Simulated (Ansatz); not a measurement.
Basis-set extrapolation for `F[SiH]1CN1CS` (PBE0-D4/def2-TZVP geometry, frozen core, Ansatz 0.2.0). Multiplicity 1, RHF reference.

```
                      def2-TZVPP   def2-QZVPP
                 HF  -919.724476  -919.756277
    MP2 correlation    -1.087849    -1.173188
CCSD(T) correlation    -1.179314      not run
```

Energies in hartree. Use E(X) = E(∞) + A·exp(−7.88·√X) for Hartree–Fock and E(X) = E(∞) + B·X^(−2.97) for correlation, with X = 3 and 4, and add CCSD(T) minus MP2 of the smaller set to the MP2 limit.

Question: What is the CCSD(T) energy at the basis-set limit?

Answer: HF limit: -919.756277 + (-0.031801) × 0.13774 = -919.76066. MP2 limit: -1.173188 + (-0.085339) × 0.74074 = -1.23640. Higher-order term: -1.179314 − (-1.087849) = -0.09146. Total: -921.08852 hartree, 115.9 kcal/mol below CCSD(T)/def2-TZVPP.
